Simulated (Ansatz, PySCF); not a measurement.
System: sum formula SiNH2F2 (charge 0, doublet). It need not be the lowest isomer of its formula. 
Geometry from a B3LYP-D3(BJ)/def2-TZVP (Ansatz, a program for electronic structure) optimisation:
SMILES: N[Si](F)F
```xyz
6

Si    -0.1272    -0.2520    -0.2701
F     -0.7469    -0.7198     1.1306
F     -0.7289     1.1822    -0.6522
N      1.5535    -0.0429    -0.0301
H      2.0880    -0.7758     0.4134
H      2.0995     0.4415    -0.7277
```
Charge 0, spin multiplicity 2.

Total electronic energies in hartree. Correlated levels leave the core frozen unless marked. UHF or UKS for open shells. No spin-orbit coupling. Non-relativistic. CBS marks a two-point X^-3 extrapolation of the correlation energy; Hartree-Fock from the larger set.

| level | program | energy (Eh) |
|---|---|---|
| HF/6-31G | Ansatz | -543.38228 |
| HF/cc-pwCVTZ | Ansatz | -543.67830 |
| HF/cc-pV(Q+d)Z | Ansatz | -543.70390 |
| SVWN5/def2-TZVPD | Ansatz | -542.51738 |
| revPBE-D4/def2-TZVPD | Ansatz + dftd4 | -545.24056 |
| r2SCAN-D3(BJ)/def2-TZVPD | Ansatz + dftd3 | -545.24721 |
| r2SCAN-D4/def2-TZVPD | Ansatz + dftd4 | -545.24715 |
| PBE0/def2-SVP | Ansatz | -544.56252 |
| PBE0-D4/def2-TZVP | Ansatz + dftd4 | -545.00339 |
| PBE0-D4/def2-TZVPD | Ansatz + dftd4 | -545.00641 |
| TPSSh-D4/def2-TZVPD | PySCF + dftd4 | -545.38795 |
| HSE06-D3(BJ)/def2-TZVPD | Ansatz + dftd3 | -544.98852 |
| LC-wPBE-D3(BJ)/def2-TZVPD | Ansatz + dftd3 | -545.14969 |
| PBE-QIDH/def2-TZVPD | Ansatz | -544.88926 |
| MP2/cc-pVTZ | Ansatz | -544.47896 |
| RI-MP2/cc-pV(Q+d)Z | Ansatz | -544.58575 |
| SCS-MP2/cc-pVTZ | Ansatz | -544.45930 |
| CCSD/6-31G | Ansatz | -543.78631 |
| CCSD/cc-pV(Q+d)Z | Ansatz | -544.59043 |
| CCSD/CBS(cc-pV(T+d)Z,cc-pV(Q+d)Z) | Ansatz | -544.6381 |
| CCSD(T)/cc-pwCVTZ | Ansatz | -544.54373 |
| CCSD(T)/cc-pV(Q+d)Z | Ansatz | -544.62129 |
| CCSD(T)/CBS(cc-pV(T+d)Z,cc-pV(Q+d)Z) | Ansatz | -544.6722 |

Totals of different functionals don't rank their quality; only differences between species are comparable.
